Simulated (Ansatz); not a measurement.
C$_{3}$H$_{5}$B (`BC#CC`). The species carries charge 0 and has multiplicity 1.

```tsv
atom	x (Å)	y (Å)	z (Å)
B1	1.064	1.466	-1.430
C2	0.373	0.512	-0.511
C3	-0.188	-0.261	0.237
C4	-0.853	-1.175	1.136
H5	2.258	1.509	-1.464
H6	0.425	2.191	-2.134
H7	-0.864	-0.754	2.146
H8	-0.327	-2.132	1.185
H9	-1.888	-1.356	0.836
```

Q: What are the harmonic wavenumbers in cm⁻¹ at PBE0-D4/def2-TZVP (Ansatz, finite differences of forces, unscaled)? (An estimate is asked.)

A: Computed: 16, 164, 184, 378, 428, 739, 873, 993, 1030, 1047, 1140, 1260, 1397, 1454, 1467, 2282, 2590, 2667, 3046, 3114, 3121.

Q: Is this a minimum?

A: Yes, all 21 modes are real.

Q: Give the ideal-gas thermochemistry at 298.15 K and 1 bar (rigid rotor, harmonic oscillator; point group C1, symmetry number 1).

A: Zero-point energy 175.8 kJ/mol; H(298) − E = 193.7 kJ/mol; entropy 315.7 J/(mol·K), of which translation 158.1, rotation 96.7, vibration 61.0; G(298) − E = 99.6 kJ/mol. Modes under 100 cm⁻¹ are hindered rotations or soft bends, so the harmonic entropy is rough.
